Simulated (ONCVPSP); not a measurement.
**What the settings do to the ONCV potential of Li**

Base potential:

- Element: lithium
- Generator: ONCVPSP 4.0.1
- Type: optimised norm-conserving Vanderbilt (ONCV)
- Functional: PBE
- Relativity: scalar-relativistic
- Frozen core: none
- Valence charge: 3
- Reference configuration: 1s2 2s1
- Partial waves: 1s+2s: rc 1.00 bohr, ncon 4, nbas 8, qcut 14.7 1/bohr, 3 projectors, debl 1 Ha; p scattering state at 0.16 Ha: rc 0.85 bohr, ncon 4, nbas 7, qcut 10.4 1/bohr, local
- Local potential: the p channel
- Core correction: none

All-electron outer shells of the reference configuration (PBE, scalar-relativistic, ld1.x):

```json
{"shell": "1s", "level (eV)": "-51.85", "outermost node (bohr)": "–", "outermost maximum (bohr)": "0.36"}
{"shell": "2s", "level (eV)": "-2.87", "outermost node (bohr)": "0.83", "outermost maximum (bohr)": "3.12"}
```

Cutoffs, loose and tight: the cutoffs (Ha) at which the residual kinetic energy of the hardest occupied pseudo-wave falls to 1 and 0.1 mHa per electron. They do not see the model core or the augmentation charge, which bear on the density cutoff. Test errors are all-electron minus pseudo excitation energies from the reference, over the configurations 1s2 2s0; 1s2 2s0.5; 1s2 2s0 2p1; 1s1 2s1. A dash means not determined; rows that change the core or the reference have their own tests.

A true bound ghost makes a file unfit for plane-wave use even where its test errors are small: the radial tests pick states by their node count and pass the ghost by.

```tsv
change	outcome	cutoff, loose	cutoff, tight	bound ghosts	GHOST(+) flags above zero	largest test error (meV)
base	generated	62 Ha	75 Ha	none	none	+400
s: debl 0.3	generated	62 Ha	75 Ha	none	none	+400
s: nbas 9	generated	62 Ha	75 Ha	none	none	+400
p: rc 0.56	generated	62 Ha	75 Ha	none	none	+400
s: qcut 13.2; p: qcut 9.3	generated	55 Ha	66 Ha	none	none	+482
reference 1s2 2p1; waves 1s: rc 1.00 bohr, ncon 4, nbas 8, qcut 14.7 1/bohr, 3 projectors, debl 1 Ha; 2p: rc 0.85 bohr, ncon 4, nbas 7, qcut 10.4 1/bohr, local	generated, projector energies reset by the program	61 Ha	74 Ha	none	none	+392
s: rc 0.88	generated	68 Ha	82 Ha	none	none	+302
```

Question: What comes out with this change to the base: core [He], valence charge 1; reference 2s0.5 2p0.5; waves now 2s: rc 3.40 bohr, ncon 4, nbas 8, qcut 2 1/bohr, 2 projectors, debl 1.7 Ha; 2p: rc 4.00 bohr, ncon 5, nbas 9, qcut 2.2 1/bohr, 2 projectors, debl 1.1 Ha; local potential polynomial inside 3.00 bohr (lpopt 3, dvloc0 6 Ha)?

Answer: outcome: generated; cutoff, loose: 1.7 Ha; cutoff, tight: 2.9 Ha; bound ghosts: none; GHOST(+) flags above zero: none; largest test error (meV): +4.6.

Question: What comes out with this change to the base: s: qcut 19.5?

Answer: outcome: generated; cutoff, loose: 91 Ha; cutoff, tight: 115 Ha; bound ghosts: s; GHOST(+) flags above zero: none; largest test error (meV): -247.
